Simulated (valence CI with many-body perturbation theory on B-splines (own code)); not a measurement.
**Hg XL: E2, M1 decay**

Calculated by relativistic CI+MBPT: five valence electrons over a frozen Dirac-Fock core [Kr], a basis of 7 s, 7 p, 8 d, 6 f, 4 g, 1 h functions for each j, with the one-electron correlation potential Σ1 (screened to all orders), the two-electron term Σ2, the three-electron term Σ3, Breit, model QED; selected single and double excitations, second order for the rest (own B-spline code, finite nucleus).

No measured spectrum was set against this ion. As an estimate, large intervals hold to a few tenths of a per cent, small ones and those within an open d or f shell to about a per cent. Only levels of the ground parity were solved; by the run's estimate the other parity begins above the list, which can be wrong where configurations are misplaced.

Lines 1 to 50 of 120 in falling wavelength, among levels below 939540 cm⁻¹, chosen from the decays that carry over 1 % of a level's rate. Wavelengths and rates use the calculated energies. Electric multipoles are in the length gauge, E1 and E2 with the static RPA response of the core. S is in atomic units (e²a₀⁴ for E2 and M2, e²a₀⁶ for E3), for M1 in squared Bohr magnetons. Weak lines are less certain than strong ones. Lines between different terms over intervals too small for the method are left out, as are lines whose strength nearly cancels.

Levels are named by their leading jj configuration (3d3/2^4 stands for four electrons in 3d with j = 3/2), which in mixed levels can hold well under half, so a name can repeat and another be missing. Letters in brackets count levels of one name in rising energy.

```csv
λ vac (Å),Upper,Lower,Type,A (s⁻¹),S (a.u.)
11410,(4d3/2^3 4d5/2^2) J=11/2,(4d3/2^3 4d5/2^2) J=7/2 [a],E2,3.08e-07,6.39e-04
6641,(4d3/2^3 4d5/2^2) J=9/2,(4d3/2^3 4d5/2^2) J=11/2,M1,2.86e+01,3.10e+00
4198,(4d3/2^3 4d5/2^2) J=9/2,(4d3/2^3 4d5/2^2) J=7/2 [a],M1,1.32e+02,3.63e+00
3367,(4d3/2^3 4d5/2^2) J=5/2 [b],(4d3/2^3 4d5/2^2) J=3/2 [a],M1,2.02e+02,1.71e+00
2511,(4d3/2^3 4d5/2^2) J=1/2,(4d3/2^3 4d5/2^2) J=3/2 [a],M1,1.43e+03,1.68e+00
1990,(4d3/2^3 4d5/2^2) J=7/2 [b],(4d3/2^3 4d5/2^2) J=7/2 [a],M1,2.54e+02,5.94e-01
1730,(4d3/2^2 4d5/2^3) J=1/2 [b],(4d3/2^2 4d5/2^3) J=3/2 [a],M1,2.27e+03,8.70e-01
1642,(4d3/2^3 4d5/2^2) J=3/2 [b],(4d3/2^3 4d5/2^2) J=1/2,M1,2.40e+02,1.58e-01
1556,(4d3/2^2 4d5/2^3) J=9/2 [c],(4d3/2^2 4d5/2^3) J=9/2 [b],M1,1.66e+03,2.33e+00
1408,(4d3/2^3 4d5/2^2) J=3/2 [b],(4d3/2^3 4d5/2^2) J=5/2 [b],M1,7.14e+02,2.95e-01
1314,(4d3/2^3 4d5/2^2) J=5/2 [b],(4d3/2^3 4d5/2^2) J=5/2 [a],M1,3.61e+03,1.82e+00
1271,(4d3/2^2 4d5/2^3) J=3/2 [c],(4d3/2^2 4d5/2^3) J=1/2 [b],M1,1.22e+03,3.70e-01
994.9,(4d3/2^2 4d5/2^3) J=3/2 [c],(4d3/2^2 4d5/2^3) J=5/2 [c],M1,3.26e+03,4.77e-01
992.8,(4d3/2^3 4d5/2^2) J=3/2 [b],(4d3/2^3 4d5/2^2) J=3/2 [a],M1,2.06e+03,3.00e-01
867.2,(4d3/2^2 4d5/2^3) J=1/2 [a],(4d3/2^3 4d5/2^2) J=3/2 [b],M1,1.21e+04,5.86e-01
812.5,(4d3/2^2 4d5/2^3) J=3/2 [a],(4d3/2^3 4d5/2^2) J=3/2 [b],M1,5.55e+03,4.42e-01
791.0,(4d3/2^2 4d5/2^3) J=5/2 [b],(4d3/2^3 4d5/2^2) J=3/2 [b],M1,8.12e+03,8.94e-01
686.8,(4d3/2^2 4d5/2^3) J=5/2 [d],(4d3/2^2 4d5/2^3) J=5/2 [b],M1,6.91e+03,4.98e-01
679.8,(4d3/2^3 4d5/2^2) J=3/2 [b],(4d3/2^3 4d5/2^2) J=5/2 [a],M1,1.69e+03,7.88e-02
628.8,(4d3/2^2 4d5/2^3) J=5/2 [c],(4d3/2^3 4d5/2^2) J=3/2 [b],M1,4.46e+04,2.47e+00
626.6,(4d3/2^2 4d5/2^3) J=9/2 [a],(4d3/2^3 4d5/2^2) J=7/2 [b],M1,1.77e+04,1.61e+00
608.6,(4d3/2^2 4d5/2^3) J=7/2 [a],(4d3/2^3 4d5/2^2) J=5/2 [b],M1,3.28e+04,2.19e+00
606.7,(4d3/2^2 4d5/2^3) J=5/2 [a],(4d3/2^3 4d5/2^2) J=3/2 [a],M1,6.40e+03,3.18e-01
588.9,(4d3/2^2 4d5/2^3) J=5/2 [a],(4d3/2^3 4d5/2^2) J=7/2 [a],M1,2.64e+04,1.20e+00
580.1,(4d3/2^3 4d5/2^2) J=5/2 [a],(4d3/2^4 4d5/2) J=5/2,M1,1.76e+05,7.63e+00
570.8,(4d3/2^2 4d5/2^3) J=7/2 [a],(4d3/2^3 4d5/2^2) J=9/2,M1,4.83e+04,2.66e+00
567.5,(4d3/2^2 4d5/2^3) J=1/2 [a],(4d3/2^3 4d5/2^2) J=1/2,M1,7.99e+04,1.08e+00
559.5,(4d3/2^2 4d5/2^3) J=5/2 [d],(4d3/2^2 4d5/2^3) J=7/2 [a],M1,1.28e+04,4.97e-01
553.0,(4d3/2^2 4d5/2^3) J=11/2,(4d3/2^3 4d5/2^2) J=9/2,M1,2.09e+04,1.58e+00
552.8,(4d3/2^2 4d5/2^3) J=1/2 [b],(4d3/2^3 4d5/2^2) J=3/2 [b],M1,4.16e+03,5.21e-02
551.9,(4d3/2 4d5/2^4) J=7/2 [a],(4d3/2^2 4d5/2^3) J=5/2 [c],M1,3.28e+04,1.64e+00
549.8,(4d3/2^2 4d5/2^3) J=5/2 [b],(4d3/2^3 4d5/2^2) J=7/2 [b],M1,2.22e+04,8.20e-01
543.6,(4d3/2^2 4d5/2^3) J=3/2 [a],(4d3/2^3 4d5/2^2) J=1/2,M1,1.69e+04,4.02e-01
537.6,(4d3/2^2 4d5/2^3) J=9/2 [a],(4d3/2^3 4d5/2^2) J=9/2,M1,1.59e+03,9.17e-02
535.5,(4d3/2 4d5/2^4) J=5/2 [a],(4d3/2^2 4d5/2^3) J=3/2 [a],M1,4.12e+04,1.41e+00
534.3,(4d3/2 4d5/2^4) J=9/2,(4d3/2^2 4d5/2^3) J=7/2 [c],M1,2.83e+04,1.60e+00
524.6,(4d3/2 4d5/2^4) J=3/2 [a],(4d3/2^2 4d5/2^3) J=5/2 [c],M1,3.78e+04,8.10e-01
519.9,(4d3/2 4d5/2^4) J=7/2 [a],(4d3/2^2 4d5/2^3) J=9/2 [b],M1,3.16e+04,1.32e+00
515.2,(4d3/2^2 4d5/2^3) J=3/2 [a],(4d3/2^3 4d5/2^2) J=5/2 [b],M1,6.57e+04,1.33e+00
510.5,(4d3/2^2 4d5/2^3) J=11/2,(4d3/2^3 4d5/2^2) J=11/2,M1,1.24e+05,7.32e+00
506.5,(4d3/2^2 4d5/2^3) J=5/2 [b],(4d3/2^3 4d5/2^2) J=5/2 [b],M1,7.86e+04,2.27e+00
502.5,(4d3/2^2 4d5/2^3) J=7/2 [a],(4d3/2^3 4d5/2^2) J=7/2 [a],M1,7.72e+04,2.90e+00
497.4,(4d3/2^2 4d5/2^3) J=9/2 [a],(4d3/2^3 4d5/2^2) J=11/2,M1,4.84e+04,2.21e+00
495.2,(4d3/2 4d5/2^4) J=11/2,(4d3/2^2 4d5/2^3) J=9/2 [b],M1,2.91e+04,1.57e+00
491.8,(4d3/2^2 4d5/2^3) J=9/2 [b],(4d3/2^3 4d5/2^2) J=7/2 [b],M1,2.29e+04,1.01e+00
480.9,(4d3/2^2 4d5/2^3) J=5/2 [d],(4d3/2^2 4d5/2^3) J=5/2 [a],M1,4.67e+03,1.15e-01
476.6,(4d3/2^2 4d5/2^3) J=9/2 [a],(4d3/2^3 4d5/2^2) J=7/2 [a],M1,7.57e+04,3.04e+00
476.5,(4d3/2^2 4d5/2^3) J=7/2 [b],(4d3/2^3 4d5/2^2) J=7/2 [b],M1,2.56e+04,8.23e-01
473.5,(4d3/2^2 4d5/2^3) J=5/2 [a],(4d3/2^3 4d5/2^2) J=5/2 [a],M1,3.56e+05,8.41e+00
467.8,(4d3/2^3 4d5/2^2) J=7/2 [a],(4d3/2^4 4d5/2) J=5/2,M1,8.81e+04,2.67e+00
```
